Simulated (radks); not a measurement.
Dipole-allowed excitations along the series with 10 electrons in [Ne]. Method: scalar-relativistic Kohn-Sham, LB94 model potential, spin-unpolarised, spherical densities, finite nucleus; Fermi nuclear charge, rms radius of each element as measured or else 0.836 A^(1/3) + 0.57 fm; computed with a radial shooting solver on a logarithmic mesh with Libxc functionals. Time-dependent linear response with the Hartree and adiabatic LDA kernel, continuum included through the Sternheimer equations, no spin-orbit coupling, so fine structure and intercombination lines are absent. Lines are the poles of the dipole polarisability below minus the highest occupied eigenvalue, found on a grid refined at the orbital gaps; the lowest seven at most are given, and weak or close lines can be missed. The first line takes the name of the lowest orbital gap if no other gap lies below it; otherwise a line is named after a gap within 0.6 % of it, if that gap stands alone.

| species | -e(HOMO) (eV) | lowest orbital gap (eV) | first line (eV) | f | strongest line (eV) | its f | static alpha (bohr^3) |
|---|---|---|---|---|---|---|---|
| Mg2+ | 78.301 | 2p-3s 51.750 | 51.987 (2p-3s) | 0.220 | 65.008 (2p-3d) | 0.518 | 0.4977 |
| Al3+ | 117.36 | 2p-3s 74.756 | 75.088 (2p-3s) | 0.223 | 93.168 (unassigned) | 0.827 | 0.2786 |
| Si4+ | 163.34 | 2p-3s 101.55 | 101.97 (2p-3s) | 0.222 | 125.20 (unassigned) | 1.11 | 0.1699 |
| P5+ | 216.22 | 2p-3s 132.13 | 132.65 (2p-3s) | 0.220 | 161.08 (unassigned) | 1.36 | 0.1102 |
